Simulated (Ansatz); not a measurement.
Pulling on the Al1–H2 bond in CH6AlN (SMILES C[NH][AlH2]) (multiplicity 1 held, fragments rigid). Energies count from the point at 1.578 Å.
Geometry at that point (charge 0, multiplicity 1):
```xyz
9

Al    -0.0955     0.2123     1.2106
H     -1.2798     0.7332     2.1134
H      1.3395    -0.1761     1.7395
N     -0.4010     0.0518    -0.5267
C      0.5036    -0.3997    -1.5747
H     -1.3106     0.2930    -0.8951
H      0.6741     0.3709    -2.3341
H      0.1315    -1.2948    -2.0848
H      1.4730    -0.6506    -1.1409
```

R- and RO- levels are restricted; in cc, def2 and unpolarised 6-31G sets they are followed outwards from rest. U- levels take the lowest unrestricted solution at each point, which mixes spins at long bonds. Active spaces are followed from a long bond inwards. Curves can end on different states.

Frozen-core correlation.

Run with Ansatz (Gaussian orbitals). Each number belongs to the level named beside it.

Energies in kcal/mol.

| R (Å) | U-HF/cc-pV(D+d)Z | U-SCS-MP2/cc-pV(D+d)Z | R-CCSD(T)/cc-pV(D+d)Z | FIC-MRCISD on CASSCF(2,2)/cc-pV(D+d)Z | FIC-MRCISD+Q on CASSCF(2,2)/cc-pV(D+d)Z |
|---|---|---|---|---|---|
| 1.262 | 25.6 | 25.1 | 25.2 | 25.4 | 25.1 |
| 1.420 | 5.1 | 5.0 | 5.1 | 5.2 | 5.1 |
| 1.578 | 0.0 | 0.0 | 0.0 | 0.0 | 0.0 |
| 1.735 | 3.3 | 3.3 | 3.0 | 2.9 | 3.1 |
| 1.893 | 11.2 | 10.9 | 10.4 | 10.0 | 10.3 |
| 2.130 | 27.0 | 26.0 | 24.5 | (withheld) | 24.5 |
| 2.366 | 43.7 | 44.4 | 39.1 | 38.0 | 39.0 |
| 2.761 | 59.8 | 71.0 | 59.5 | 58.1 | 59.2 |
| 3.155 | 65.7 | 80.1 | 72.8 | 71.5 | 72.7 |
| 3.629 | 68.1 | 83.6 | 80.0 | (withheld) | 81.1 |
| 4.260 | 68.8 | 84.7 | 80.4 | 83.5 | 84.8 |
| 5.048 | 69.0 | 85.0 | 77.3 | 84.4 | 85.7 |

Q: Some entries are withheld; supply them.

A: 
- 2.130, FIC-MRCISD on CASSCF(2,2)/cc-pV(D+d)Z: 23.8
- 3.629, FIC-MRCISD on CASSCF(2,2)/cc-pV(D+d)Z: 79.8

Doubts at one or more of the structures used: a spin-contaminated determinant (U-HF/cc-pV(D+d)Z, U-SCS-MP2/cc-pV(D+d)Z); a restricted determinant that unrestricted orbitals would lower (R-CCSD(T)/cc-pV(D+d)Z); other coupled-cluster roots lie near (R-CCSD(T)/cc-pV(D+d)Z); T1 above 0.05 (R-CCSD(T)/cc-pV(D+d)Z).

Ansatz is a program for electronic structure.
